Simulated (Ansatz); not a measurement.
Geometry optimisation, DFT LDA, scalar-relativistic, plane waves, PAW (Ansatz 0.2.0).

The input (input.yaml):

```yaml
accuracy: low
crystal:
  lattice:
    - [6.214465, 0.0, 0.0]
    - [0.0, 6.214465, 0.0]
    - [0.0, 0.0, 6.214465]
  atoms:
    - { symbol: O, position: [0.4490112, 0.7290039, 0.3413587] }
    - { symbol: H, position: [0.4994008, 0.8551775, 0.2649887] }
    - { symbol: H, position: [0.502452, 0.6097108, 0.2564793] }
    - { symbol: O, position: [0.3670766, 0.4400997, 0.9594969] }
    - { symbol: H, position: [0.4732934, 0.5069691, 0.867097] }
    - { symbol: H, position: [0.312559, 0.5579418, 1.0457079] }
    - { symbol: O, position: [0.4090001, 0.9413757, 0.8065737] }
    - { symbol: H, position: [0.537237, 0.939934, 0.8951428] }
    - { symbol: H, position: [0.4454059, 1.0370782, 0.6890708] }
    - { symbol: O, position: [0.0945848, 0.4557691, 0.3668713] }
    - { symbol: H, position: [0.1669636, 0.5547217, 0.2706375] }
    - { symbol: H, position: [0.0075527, 0.3678483, 0.2720736] }
    - { symbol: O, position: [0.7963719, 0.0600469, 0.5831534] }
    - { symbol: H, position: [0.8761304, 0.186534, 0.5392121] }
    - { symbol: H, position: [0.7484894, -0.0028783, 0.4488443] }
    - { symbol: O, position: [0.8171432, 0.7164211, 0.2227474] }
    - { symbol: H, position: [0.8152636, 0.8406453, 0.1286406] }
    - { symbol: H, position: [0.8160105, 0.5950405, 0.1249889] }
    - { symbol: S, position: [0.8526466, 0.6271445, 0.6681594] }
    - { symbol: H, position: [0.820638, 0.6629361, 0.8782825] }
    - { symbol: H, position: [1.0668835, 0.617221, 0.6896395] }
basis:
  ecutwfc: 420.0
kpoints:
  mp_grid: { grid: [1, 1, 1] }
hamiltonian:
  xc: lda
scf:
  occupations: { method: fermi_dirac, width: 0.02 }
  lower_state_search: "off"
relax:
  f_tol: 0.3
  max_steps: 15
  adjacent_minimum: "off"
output:
  write_density: true
  write_potential: true
  elf: true
  volumetric_format: npy
```

Command:

```bash
$ ansatz run input.yaml --threads 1 --pin off --max-ram 3072MiB --backend cpu --events-out ev --progress --plain --runs-dir out
```

Question: Where does it end, and by what steps?

Answer: It converged. The threshold is loose, so the end isn't yet a minimum. Limits of this set-up: coarse k mesh, low accuracy level. After 13 steps the energy has fallen by 4.718 eV; H12 moved furthest, 1.48 Å.

| step | energy less start (eV) | largest force component (eV/Å) | accepted |
| --- | --- | --- | --- |
| 0 | 0.0000 | 1.850 | yes |
| 1 | -0.9924 | 1.168 | yes |
| 2 | -1.6253 | 2.769 | yes |
| 3 | -2.2531 | 1.611 | yes |
| 4 | -2.6076 | 2.037 | yes |
| 5 | -2.9375 | 1.789 | yes |
| 6 | -3.2852 | 1.579 | yes |
| 7 | -3.6056 | 1.293 | yes |
| 8 | -3.9067 | 1.413 | yes |
| 9 | -4.1928 | 1.101 | yes |
| 10 | -4.4205 | 0.799 | yes |
| 11 | -4.5530 | 0.444 | yes |
| 12 | -4.6458 | 0.339 | yes |
| 13 | -4.7179 | 0.218 | yes |

```xyz
21
Lattice="6.2145 0.0000 0.0000 0.0000 6.2145 0.0000 0.0000 0.0000 6.2145" Properties=species:S:1:pos:R:3
O 2.369 4.304 2.516
H 2.728 5.209 2.708
H 2.774 4.009 1.670
O 2.153 3.156 5.982
H 2.669 2.445 5.560
H 2.534 4.063 5.650
O 3.172 5.443 5.492
H 3.928 5.468 6.143
H 3.545 5.734 4.608
O 0.249 3.239 1.495
H 0.920 3.674 2.111
H 0.853 3.056 0.713
O 3.947 0.187 3.139
H 4.223 1.118 3.287
H 4.540 -0.202 2.414
O 5.158 5.327 1.067
H 5.848 5.930 0.736
H 5.675 4.402 1.229
S 5.165 3.224 4.073
H 4.864 3.638 5.331
H 6.476 3.007 4.417
```

Whether the end is a true minimum wasn't checked by a vibrational analysis.

Time of the run: 19 s on 1 thread of Arm Neoverse V1 (shared host), peak memory 0.32 GiB.
